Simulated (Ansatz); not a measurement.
System: V, charge 0, quartet.

Total energies in hartree (Ansatz, a first-principles code). Radicals and triplets start from unrestricted determinants; spin-orbit coupling is neglected. The -DK rows use spin-free X2C, correlate 3s3p of the metal (1s2s2p frozen) and give its partners the cc-pVXZ-DK valence sets. Open-shell metal atoms are single determinants of the lowest configuration found, not pure terms.

```tsv
species	HF/cc-pwCVTZ-DK	CCSD(T)/cc-pwCVTZ-DK	HF/cc-pwCVQZ-DK	CCSD(T)/cc-pwCVQZ-DK	CCSDT(Q)/cc-pwCVTZ-DK
1: V (quartet)	-948.14543	-948.60622	-948.14680	-948.62758	-948.60753
2: V (sextet)	-948.13066	-948.59423	-948.13193	-948.61739	-948.59488
```

Work out the sextet-quartet gap (V (sextet) against V (quartet), E(sextet) - E(quartet)) in eV: take Hartree-Fock from cc-pwCVQZ-DK, extrapolate the CCSD(T) correlation energy as X^-3 (X = 3, 4), and add CCSDT(Q) - CCSD(T) in cc-pwCVTZ-DK. 1 hartree = 27.211 eV.


Species 1: correlation (64·(-0.48078) - 27·(-0.46079))/37 = -0.49537; step -0.00131; E1 = -948.14680 + (-0.49537) + (-0.00131) = -948.64348
Species 2: correlation (64·(-0.48546) - 27·(-0.46357))/37 = -0.50143; step -0.00065; E2 = -948.13193 + (-0.50143) + (-0.00065) = -948.63401
-1·E1 +1·E2 = 0.00947 hartree = 0.26 eV.
